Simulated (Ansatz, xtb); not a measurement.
Relative energy of two structures of BCuHN2

We compare I, `[N]=N[BH][Cu]`, a doublet, with II, a doublet given by its coordinates. Both are isolated molecules in the gas phase, relaxed with PBE0-D3(BJ)/def2-SVP; the shapes shown needn't be the lowest conformers.

I (Å):

```yaml
atoms:
  - { symbol: B, position_ang: [-2.7487, 1.3074, 1.2920] }
  - { symbol: Cu, position_ang: [-0.9122, 0.6739, 1.1705] }
  - { symbol: N, position_ang: [-3.2716, 3.6705, 0.5105] }
  - { symbol: N, position_ang: [-3.0538, 2.6063, 0.8660] }
  - { symbol: H, position_ang: [-3.6824, 0.6679, 1.7138] }
```

II (Å):

```xyz
5

B    -1.9449    2.0212    0.8857
Cu   -1.6372   -0.1499    2.5761
N    -1.2529    2.9264    0.2205
N    -2.6000    1.0611    1.5949
H    -3.6144    1.0288    1.5708
```

Close contacts (Å): B1–Cu2 2.77, B1–N3 1.32, B1–N4 1.36, Cu2–N4 1.83, N4–H5 1.02.

Question: Estimate E(II) − E(I) at the level CCSD(T)/def2-SVP.

Answer: Calculated at CCSD(T)/def2-SVP: E(II) − E(I) = +4.8 kcal/mol, so structure I lies lower.

How the difference moves with the method:

| level | geometry | E(II) − E(I) (kcal/mol) | departure from the last row (kcal/mol) | job, with rough time for the two |
| --- | --- | --- | --- | --- |
| GFN2-xTB | GFN2-xTB | +14.2 | +9.5 | optimisation, 0.12 s |
| HF/STO-3G | GFN2-xTB | −36.3 | −41.0 | single point, 23 s |
| r2SCAN-D4/def2-SVP | GFN2-xTB | +9.1 | +4.3 | single point, 12 s |
| PBE0-D3(BJ)/def2-SVP | PBE0-D3(BJ)/def2-SVP | +8.1 | +3.3 | optimisation, 98 s |
| HF/def2-SVP | PBE0-D3(BJ)/def2-SVP | −16.6 | −21.3 | part of the CCSD(T) run |
| MP2/def2-SVP | PBE0-D3(BJ)/def2-SVP | −2.8 | −7.5 | part of the CCSD(T) run |
| CCSD(T)/def2-SVP | PBE0-D3(BJ)/def2-SVP | +4.8 |  | single point, 85 s |

HF/STO-3G, HF/def2-SVP, MP2/def2-SVP put the two in the other order. The largest departure from CCSD(T)/def2-SVP is that of HF/STO-3G, 41.0 kcal/mol. MP2 in a larger basis moves the difference by +0.8 kcal/mol, a step that isn't added because spin contamination makes open-shell MP2 unreliable in this search.

With harmonic frequencies from PBE0-D3(BJ)/def2-SVP (ideal gas, rigid rotor, one conformer each, 298.15 K, 1 atm): on the last row, ΔE + ΔZPE = +5.8, ΔH = +5.9, ΔG = +5.6 kcal/mol.

Open shells are spin-unrestricted, with notable spin contamination under HF/STO-3G, HF/def2-SVP, MP2/def2-SVP, CCSD(T)/def2-SVP. The correlated steps freeze 8 core orbitals; the last core shell of Cu is correlated, in a basis made for valence electrons. Codes used: Ansatz 0.2.0, xtb 6.7.1; the last row on 1 thread of Arm Neoverse V1 on a shared host.
